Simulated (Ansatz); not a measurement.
`[GeH3][TeH]` + `[NH2][GeH2][F]` → `[F][GeH2][NH][GeH3]` + H₂Te at 700 K and 1 bar (ligand exchange at a Ge–Te bond).

Program: Ansatz. Geometries: PBE0-D4/def2-TZVP. ΔE: electronic, gas phase. CCSD(T)/CBS is the MP2 limit (def2-TZVPP, def2-QZVPP) plus CCSD(T) − MP2 in def2-TZVPP, frozen cores. def2 core potentials past Kr. For Ge, Te outer-core shells are correlated without core-valence functions, which leaves a few kJ/mol of doubt a bond. Scalar relativity is left out up to krypton. Each species was taken in one conformer, which may not be the lowest.

```tsv
species	CCSD(T)/CBS energy (Eh)	H − E (kJ/mol)	S (J/(mol·K))
`[GeH3][TeH]`	-2346.24724	128.8	384.0
`[NH2][GeH2][F]`	-2233.06137	170.6	376.2
`[F][GeH2][NH][GeH3]`	-4310.37685	232.5	490.2
H₂Te	-268.91024	57.2	261.6
```

H − E and S are ideal-gas, rigid-rotor, harmonic terms from PBE0-D4/def2-TZVP, for one conformer and one mirror image of each species. 1 Eh = 2625.50 kJ/mol, R = 8.31446 J/(mol·K).

Problem. By hand: ΔE, ΔH, ΔS and ΔG.

Solution. ΔE = (-4310.37685) + (-268.91024) − (-2346.24724) − (-2233.06137) = 0.02152 Eh = 56.5 kJ/mol. Δ(H − E) = 232.5 + 57.2 − 128.8 − 170.6 = -9.7, so ΔH = 46.8 kJ/mol. ΔS = 490.2 + 261.6 − 384.0 − 376.2 = -8.4 J/(mol·K). ΔG = 46.8 − 700 × (-8.4)/1000 = 52.7 kJ/mol.

Problem. By hand: the equilibrium constant, and the temperature at which ΔG would vanish if ΔH and ΔS stayed fixed.

Solution. log₁₀ K = −ΔG/(RT ln 10) = -3.9. ΔH and −TΔS have one sign here, so there is no such temperature.

The number of gas molecules stays the same, so ΔS is small and ΔH decides. A doubt of 5 kJ/mol in ΔE shifts log₁₀ K by 0.4 here. Other conformers and mirror images would add mixing entropy, several J/(mol·K) or more a flexible species. Modes under 60 cm⁻¹, often nearly free rotors, make the harmonic entropy too high. These are equilibria of isolated gas molecules and say nothing of rates. Largest T1 diagnostic: 0.012 (customary marks: 0.02 for closed shells, 0.045 for open ones).

ΔS is within the doubt of such terms, so its sign, and with it that verdict, could turn.
